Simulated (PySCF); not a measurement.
Geometries of 3 isomers of H6OSeSi2, from PBE0-D3(BJ)/def2-SVP geometry optimisation, gas phase (PySCF). One conformer each, no zero-point energy, no frequencies.

Problem. Which isomer lies lowest at this level?
A.
```xyz
10
angstrom
Si    -1.669   -0.452   -0.268
O     -0.515    0.722   -0.007
Si     1.040    0.884    0.532
Se     2.257   -1.015    0.211
H     -2.837    0.206   -0.915
H     -2.091   -1.063    1.028
H     -1.132   -1.518   -1.165
H      1.647    2.033   -0.190
H      1.075    1.087    2.007
H      2.235   -0.880   -1.254
```
B.
```xyz
10
angstrom
O      2.376   -0.225    1.021
Si     1.584    0.743   -0.070
Se     0.176   -0.439   -1.434
Si    -1.686   -0.002   -0.185
H      1.832   -0.809    1.559
H      2.639    1.350   -0.918
H      0.762    1.789    0.612
H     -2.766   -0.897   -0.690
H     -2.106    1.425   -0.312
H     -1.425   -0.294    1.258
```
C.
```xyz
10
angstrom
O     -2.188    0.271    0.800
Si    -0.934    0.374   -0.300
Si     0.906   -0.789    0.544
Se     2.584   -0.520   -1.004
H     -3.016    0.698    0.559
H     -1.303   -0.213   -1.628
H     -0.521    1.797   -0.542
H      1.324   -0.325    1.902
H      0.679   -2.264    0.580
H      2.520    0.950   -0.933
```

Solution. A. That is `[SiH3]O[SiH2][SeH]`, 6.8 kcal/mol below the next.

```tsv
SMILES	atoms numbered as above	E (Eh)	relative (kcal/mol)	relative (kJ/mol)	dipole (D)
[SiH3]O[SiH2][SeH]	[SiH3:1][O:2][SiH2:3][SeH:4]	-3058.32253	0.0	0.0	0.58
O[SiH2][Se][SiH3]	[OH:1][SiH2:2][Se:3][SiH3:4]	-3058.31169	6.8	28.5	1.70
O[SiH2][SiH2][SeH]	[OH:1][SiH2:2][SiH2:3][SeH:4]	-3058.28576	23.1	96.5	2.07
```

As drawn, the highest has an O–H bond and an Si–Si bond, which the lowest lacks.
